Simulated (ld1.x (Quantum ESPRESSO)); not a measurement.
**Te (Z = 52), TM: configuration errors across variants**

Te (Z = 52), norm-conserving Troullier–Martins (Kleinman–Bylander form), made with ld1.x (Quantum ESPRESSO) 7.5 (PW91, fully relativistic). Core [Kr], reference 4d10 5s2 5p3 (charge +1). Waves: 5p (bound): rc 2.35 bohr; 4d (bound): rc 1.35 bohr; 5s (bound): rc 1.90 bohr. Local part: the s channel. Core correction: Bessel-smoothed model core inside 0.85 bohr.

Open shells are filled in proportion to 2j + 1 (rel_dist='average').

All-electron excitation energies from the reference (eV): (1) 4d10 5s2 5p4 -9.806; (2) 4d10 5s2 5p2 18.024; (3) 4d10 5s2 5p1 45.047; (4) 4d10 5s1 5p5 -0.560; (5) 4d9 5s2 5p4 39.461; (6) 4d10 5s2 5p0 81.676; (7) 4d10 5s2 5p4.3 -11.294.

A true bound ghost makes a file unfit for plane-wave use even where its test errors are small: the radial tests pick states by their node count and pass the ghost by.

Errors AE − PS in meV (a dash: test not solved or not reliable):

```csv
change,(1),(2),(3),(4),(5),(6),(7),bound ghosts
base,+1.8,+2.3,+8.1,-3.2,-488,+9.6,+2.8,none
"all radii but the core radius scaled by about 0.75 (s 1.42, p 1.76, d 1.02 bohr)",+1.0,+2.4,+12,-6.9,-328,+34,+1.6,p1/2
"all radii but the core radius scaled by about 0.84 (s 1.60, p 1.98, d 1.14 bohr)",+1.7,+2.6,+11,-4.8,-484,+20,+2.6,none
"all radii but the core radius scaled by about 0.93 (s 1.76, p 2.18, d 1.24 bohr)",+1.8,+2.5,+9.7,-4.2,-510,+16,+2.7,none
"all radii but the core radius scaled by about 1.09 (s 2.08, p 2.56, d 1.48 bohr)",+1.9,+1.6,+1.9,-1.6,-416,-15,+3.0,none
"all radii but the core radius scaled by about 1.18 (s 2.24, p 2.76, d 1.58 bohr)",+2.0,+0.7,-6.0,-2.1,-336,-47,+3.3,none
"all radii but the core radius scaled by about 1.28 (s 2.42, p 3.00, d 1.72 bohr)",+2.2,-0.5,-16,-4.7,-208,-85,+3.7,none
```

Question: Give the same row for: all radii but the core radius scaled by about 1.36 (s 2.58, p 3.18, d 1.84 bohr).

Answer: +2.6, -0.7, -18, -11, -104, -93, +4.4; bound ghosts: none.
